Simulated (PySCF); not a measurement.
SMILES C=C(C)c1ccccc1 (C9H10) at its GFN2-xTB optimised geometry (Å):

```
19

C      2.1706    -1.2229     0.0000
C      0.8419    -1.2229     0.0000
C      0.0566    -2.5026     0.0130
C      0.0709     0.0323     0.0000
C     -1.1155     0.1502     0.7215
C     -1.8302     1.3337     0.7193
C     -1.3818     2.4194    -0.0131
C     -0.2098     2.3127    -0.7430
C      0.5091     1.1325    -0.7356
H      2.7351    -2.1402    -0.0052
H      2.7438    -0.3123     0.0290
H     -0.3437    -2.6938     1.0085
H     -0.7799    -2.4451    -0.6813
H      0.6906    -3.3417    -0.2619
H     -1.4756    -0.6835     1.3055
H     -2.7438     1.4086     1.2917
H     -1.9439     3.3417    -0.0182
H      0.1431     3.1526    -1.3241
H      1.4122     1.0510    -1.3221
```

Level of theory: PBE0/def2-SVP (PySCF).

Map of the HOMO−1 amplitude (bohr^(-3/2)) on the plane z = 1.5 Å; orbital energy -7.30 eV, overall sign arbitrary:

```
|000000000000000000000000000|
|000000000000000000000000000|
|000000000000000000000000000|
|000000000000000000000000000|
|000000000000000000000000000|
|000000000000000000000000000|
|000000011110000000000000000|
|000000012221000000000000000|
|000000123543100000000000000|
|000000125874210000000000000|
|000000025996421000000000000|
|000000013798531000000000000|
|000000001489631000000000000|
|000000000268631100000000000|
|000000000134321100000000000|
|000000000012211000000000000|
|000000000001110000000000000|
|000000000000000000000000000|
|000000000000000000000000000|
|000000000000000000000000000|
|000000000000000000000000000|
|000000000000000000000000000|
|000000000000000000000000000|
|000000000000000000000000000|
|000000000000000000000000000|
|000000000000000000000000000|
|000000000000000000000000000|
```
Scale: ten equal steps from -0.006 (start of '0') to 0.104 (end of '9'), in the order '0123456789'; x runs from -5.50 to 5.50, y from -5.50 (bottom) to 5.50 (top).
